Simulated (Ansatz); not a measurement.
Program: Ansatz 0.2.0.

A structure relaxed at PBE0-D4/def2-TZVP, charge 0, multiplicity 1:

| atom | x (Å) | y (Å) | z (Å) |
| --- | --- | --- | --- |
| C1 | -1.360 | -0.640 | -1.796 |
| Si2 | -0.094 | 0.581 | -1.163 |
| N3 | 0.361 | 0.342 | 0.481 |
| C4 | -0.619 | 0.617 | 1.522 |
| Ge5 | 1.888 | -0.521 | 1.027 |
| H6 | -2.275 | -0.603 | -1.198 |
| H7 | -1.630 | -0.412 | -2.831 |
| H8 | -0.974 | -1.662 | -1.761 |
| H9 | 1.146 | 0.481 | -1.980 |
| H10 | -0.675 | 1.950 | -1.293 |
| H11 | -0.143 | 1.045 | 2.412 |
| H12 | -1.171 | -0.277 | 1.839 |
| H13 | -1.354 | 1.351 | 1.174 |
| H14 | 2.835 | -0.628 | -0.175 |
| H15 | 1.551 | -1.927 | 1.571 |
| H16 | 2.514 | 0.302 | 2.170 |

Question: Give its formula and SMILES.

Answer: C2H11GeNSi, `C[SiH2][N](C)[GeH3]`.

Question: Point group (tolerance 0.08 Å, 0.16 Å for H)?

Answer: C1.

Question: Summarise the bond lengths by kind.

Answer: 1 × C–Si 1.870 Å; 6 × C–H 1.093 to 1.098 Å; 1 × N–Si 1.722 Å; 2 × H–Si 1.488 to 1.493 Å; 1 × C–N 1.455 Å; 1 × Ge–N 1.838 Å; 3 × Ge–H 1.533 to 1.545 Å.
